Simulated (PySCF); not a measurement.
# How ionic is MH along the alkali metals?

PBE0 in PySCF with def2-TZVP on every atom (core potentials on Rb, Cs), for the lowest determinant that a PBE0 search found; no spin–orbit coupling. A negative dipole means M(+)H(−).

```tsv
M	state (unpaired electrons)	Re (Å)	μ (D)
Li	singlet (closed shell)	1.598	-5.78
Na	singlet (closed shell)	1.891	-6.21
K	singlet (closed shell)	2.264	-7.82
Rb	singlet (closed shell)	2.417	-8.24
Cs	singlet (closed shell)	2.505	-7.97
```

Give the ionic character |μ|/(e·Re) of each, with 1 e·Å = 4.803 D, and the positive end.

LiH 75 % (Li positive), NaH 68 % (Na positive), KH 72 % (K positive), RbH 71 % (Rb positive), CsH 66 % (Cs positive). Lone pairs and polarisation enter μ too, so this number is only a rough measure of charge transfer.

Spin–orbit coupling is left out.
